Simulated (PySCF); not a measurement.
Two species compared at the same levels of theory.

First species: C₇H₇FNP.
Cartesian coordinates in Å at the GFN2-xTB level; atoms count from 1:
```
atom  x, y, z in Å
F1     2.0537    2.3665    1.0423
C2     1.8470    1.1103    0.5939
C3     2.9656    0.3484    0.3281
P4     2.8355   -1.2777   -0.2530
C5     1.1101   -1.4135   -0.3133
C6     0.2193   -0.4081    0.0409
C7    -1.2321   -0.6407   -0.0522
C8    -2.1306    0.5130   -0.4286
C9    -2.1382    0.0064    0.9680
N10    0.5853    0.7961    0.4738
H11    3.9400    0.7851    0.4910
H12    0.7042   -2.3577   -0.6520
H13   -1.5055   -1.6247   -0.4114
H14   -2.9730    0.3032   -1.0696
H15   -1.6451    1.4581   -0.6134
H16   -1.6581    0.6114    1.7207
H17   -2.9849   -0.5640    1.3180
```

Second species: C4H15NOSi3.
SMILES: `C=CC[Si@@](N)(C[SiH3])O[SiH3]`

Levels: PBE0/pcSseg-1 for HOMO energy, LUMO energy and HOMO–LUMO gap. Geometries: GFN2-xTB. Each structure is a single optimised conformer of the isolated species, non-relativistic unless stated. Electronic properties by PySCF.

The conformers computed, where there is a choice (atom-mapped SMILES and torsion angles):
- `[F:1][c:2]1[cH:3][p:4][cH:5][c:6]([CH:7]2[CH2:8][CH2:9]2)[n:10]1`: C5–C6–C7–C8 -146°

The conformers of `C=CC[Si@@](N)(C[SiH3])O[SiH3]` aren't listed.

```tsv
property	column X	column Y
HOMO energy	-7.49 eV	-6.81 eV
LUMO energy	-2.23 eV	0.32 eV
HOMO–LUMO gap	5.26 eV	7.13 eV
```

Which column belongs to which species?

Column X is the first species and column Y the second. The first has 17 atoms and 80 electrons, the second 24 and 96.

How does each property change from the first species to the second?

HOMO energy +0.68 eV; LUMO energy +2.55 eV; HOMO–LUMO gap +1.87 eV.

